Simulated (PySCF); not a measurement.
## Radial density of S³⁺ (sulfur, charge +3)

B2PLYP, [Ne] 3s2 3p1, 2P determinant. Calculation: PySCF 2.14, in def2-QZVPPD (10s7p5d2f1g, 79 functions); no relativity, point nucleus.

```csv
r (bohr),4πr²ρ (e/bohr),4πr²(ρα − ρβ)
0.00191,0.1155,0.0000
0.00321,0.3134,0.0000
0.00540,0.8268,0.0000
0.00909,2.079,0.0000
0.0153,4.824,0.0000
0.0257,9.794,0.0005
0.0433,15.93,0.0035
0.0728,18.20,0.0181
0.122,13.62,0.0682
0.206,13.01,0.1552
0.346,17.62,0.1335
0.582,9.503,-0.0054
0.980,2.580,0.3973
1.65,2.037,0.6719
2.77,0.2752,0.1207
4.66,0.001677,0.0011
```

(1) Where is the radial spin density 4πr²(ρα − ρβ) most negative, and why is it negative at all?

## Answers

(1) Around r = 0.582 bohr, down to -0.0054 e/bohr: exchange with the open shell polarises the paired shells in an unrestricted calculation.
